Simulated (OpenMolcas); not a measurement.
V3+ among 6 point charges of -2.2 e arranged as a trigonal prism (D3h), 1.9 Å from the ion, with a polar angle of 41.7° against the regular 49.1°. The active orbitals were held to one l.
```
   1.2648    0.0000    1.4178  -2.20
  -0.6324    1.0954    1.4178  -2.20
  -0.6324   -1.0954    1.4178  -2.20
   1.2648    0.0000   -1.4178  -2.20
  -0.6324    1.0954   -1.4178  -2.20
  -0.6324   -1.0954   -1.4178  -2.20
```

```yaml
Program: OpenMolcas 26.06
Method: CASSCF
Basis: ANO-RCC-VDZP [5s4p2d1f]
Scalar_Hamiltonian: DKH2, point nucleus
Active_space: 2 electrons in 5 orbitals (3d)
State_averaging: 2S+1 = 3 even, 10 roots; 2S+1 = 1 even, 15 roots
Spin-orbit_coupling: RASSI with atomic mean-field integrals over the reference wave functions
```

(1) What is the spin-free ground state (labels of D3, the rotations of D3h)?

(2) Where is the first state of the same spin?

(3) What are the lowest two levels with spin-orbit coupling?

(4) What is χT at 300 K, and how does it compare with the textbook value?

## Answers

(1) 3A2, 1-fold in its orbital part, 59 % from free-ion P terms; it has the highest spin that d2 allows.

(2) A 2-fold state lies at 6200 cm-1 above the ground state.

(3) A 1-fold level A1, then a 2-fold level E 16.9 cm-1 above it. Their leading multiplicities are 3 (100 %) and 3 (100 %).

(4) The lowest level has 2S+1 = 3, for which the spin-only value is χT = S(S+1) / 2 = 1.000 cm3 K/mol (g = 2). The computed 0.989 at 300 K differs by -0.011, through orbital momentum, spin-orbit coupling and any other state in reach.

Without dynamic correlation the repulsion within the d shell is too large (B by tens of per cent), so at a given field states of lower spin stand too high. Point charges carry no covalency, so the field is a model and not that of real ligands. An unlabelled pair can be two single states that coincide in this model. No measured value stands beside these numbers.
